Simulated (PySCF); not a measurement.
A structure optimised at r2SCAN-D4/def2-SVPD, used in a PySCF frequency run:

```
Sn
Cl 1 2.5164
Cl 1 2.5164 2 97.38
Cl 1 2.5164 2 97.38 3 -98.47
```
Charge -1, spin multiplicity 1.

### Question
Write its SMILES, formula and point group.

### Answer
[Cl][Sn-]([Cl])[Cl], Cl3Sn, C3v

### Question
What are its rotational constants (standard atomic weights)?

### Answer
1.4808, 1.4808, 0.99758 GHz
